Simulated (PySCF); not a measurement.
C4H4Cl2, SMILES C=C(Cl)/C=C\Cl.

The structure is a stationary point at ωB97X-D3(BJ)/def2-SVP. The structure was generated by enumeration; whether it is a known compound was not checked. The values are those of a single conformer.

Computed with M06-2X/def2-TZVP run with PySCF.

The molecule is in vacuum.

```json
{
 "total_energy": "-1075.16915 hartree",
 "highest_occupied_level": "-8.03 eV",
 "lowest_empty_level": "-0.64 eV",
 "orbital_gap": "7.39 eV",
 "dipole_moment": "2.45 D",
 "quadrupole, principal values (traceless, Buckingham form, about the centre of nuclear charge)": "-7.00, 1.80, 5.20 D·Å",
 "mean_static_polarisability": "75.3 bohr³ (11.16 Å³)",
 "polarisability_principal_values": "43.0, 71.4, 111.5 bohr³"
}
```
